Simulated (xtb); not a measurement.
Zn(OH) (HOZn), SMILES [OH][Zn+], charge +1. All values are semi-empirical tight-binding results from xtb (GFN2-xTB unless named), good for trends rather than for accurate numbers. Geometry optimised at GFN2-xTB. The multiplicity is an assumed one; other spin states were not compared. The isomer is the one that the SMILES or the coordinates give; other isomers of the formula were not compared.

Optimised geometry:

Bonds (Å): Zn1–O2 1.685, O2–H3 0.993. Bond angles (°): Zn1–O2–H3 118.7.
Charge +1, spin multiplicity 1.

For metal compounds this method's bond lengths and energies can be far off.

The point group as xtb finds it comes out as Cs and the orbital gap comes out as 2.45 eV. The zero-point energy is 6.4 kcal/mol and the G − E(el) at 298.15 K (modified RRHO) is -8.5 kcal/mol.

Computed atomic charges and the Wiberg bond orders between heavy atoms:
charges (e) Zn1 0.61, O2 -0.10, H3 0.49. Bond orders Zn1–O2 1.48.
